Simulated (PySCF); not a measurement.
**Induced dipoles and field energies**

Species: C₃H₆B₂.
Cartesian coordinates in Å at the PBE0-D3(BJ)/def2-SVP level; atoms count from 1:
```xyz
11
C3H6B2 angstrom
B     -1.3599   -0.1519    0.1886
C     -0.0266    0.0319   -0.6110
B      0.3382    1.5486   -0.4763
C      1.0271   -0.9386   -0.4023
C      1.9098   -1.7486   -0.2223
H     -2.3245    0.5046   -0.1231
H     -1.4250   -0.9290    1.1090
H     -0.4259    0.0225   -1.6546
H      1.3888    1.8925    0.0065
H     -0.4550    2.3759   -0.8566
H      2.6919   -2.4667   -0.0607
```

Level: CAM-B3LYP/def2-SVPD (PySCF); nuclei fixed, core orbitals frozen in the response. Permanent dipole (-0.363, 0.149, -0.546) D (1 au = 2.5417 D). Static polarisability (au):

```
x    71.19 -11.47   0.52
y   -11.47  69.12  -4.65
z     0.52  -4.65  48.92
```

Only the terms in μ and α are kept: μ(F) = μ + αF and ΔE = −μ·F − ½ F·αF.

Task: What do fields of 0.103 V/Å (0.002 au) along the six axis directions do?

Result: 
```csv
field along,induced x (D),induced y (D),induced z (D),total size (D),−μ·F (kJ/mol),−½F·αF (kJ/mol)
+x,0.362,-0.058,0.003,0.551,+0.750,-0.374
−x,-0.362,0.058,-0.003,0.932,-0.750,-0.374
+y,-0.058,0.351,-0.024,0.867,-0.308,-0.363
−y,0.058,-0.351,0.024,0.638,+0.308,-0.363
+z,0.003,-0.024,0.249,0.484,+1.128,-0.257
−z,-0.003,0.024,-0.249,0.892,-1.128,-0.257
```

Task: For the field (0.0014, -0.0016, 0.0008) au, what is the induced dipole, and what angle does it make with the field?

Result: αF = (0.301, -0.331, 0.120) D, at 5.7° to the field. The polarisability along this direction, F·αF/F², is 79.89 au, against a mean of 63.08 au.

Task: At what field along the permanent dipole would the induced dipole along it equal the permanent one, in this linear picture?

Result: The polarisability along the dipole is 61.28 au, so F = 0.2645 au / 61.28 au = 0.0043 au = 0.22 V/Å; higher-order terms are ignored.

Task: What field makes μF equal to kT at 400 K?

Result: kT = 1.2667 × 10⁻³ Eh, so F = 0.00479 au = 24.6 MV/cm.

Task: A unit point charge sits 9 Å away. Estimate the induction energy −αe²/2R⁴ with the mean polarisability, treating the molecule as a point.

Result: R = 17.01 bohr, so the energy is −63.1/(2 × 17.01⁴) Eh = -0.99 kJ/mol. The charge–dipole term at its most favourable orientation, −μe/R², is -2.4 kJ/mol.

Geometry: PBE0-D3(BJ)/def2-SVP, one conformer, isolated molecule.
